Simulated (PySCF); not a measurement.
A structure optimised at B3LYP-D3(BJ)/def2-SVP, used in a PySCF frequency run:

```xyz
11

Si    -1.8293     0.2851    -0.0628
F     -2.4795    -0.4066     1.2658
N     -0.3904    -0.4980    -0.5720
Al     1.3118    -0.0451    -0.2394
O      2.5061    -1.0781    -0.8582
O      1.7321     1.3481     0.6330
H     -1.4744     1.6789     0.3174
H     -2.8892     0.2323    -1.1019
H     -0.5217    -1.3692    -1.0860
H      3.4520    -0.9507    -0.7479
H      1.1326     1.9889     1.0234
```
Charge 0, spin multiplicity 1.

Write its SMILES and formula.

[OH][Al]([OH])[NH][SiH2]F, AlFH5NO2Si

What are its rotational constants (standard atomic weights)?

4.6002, 1.0657, 0.95283 GHz
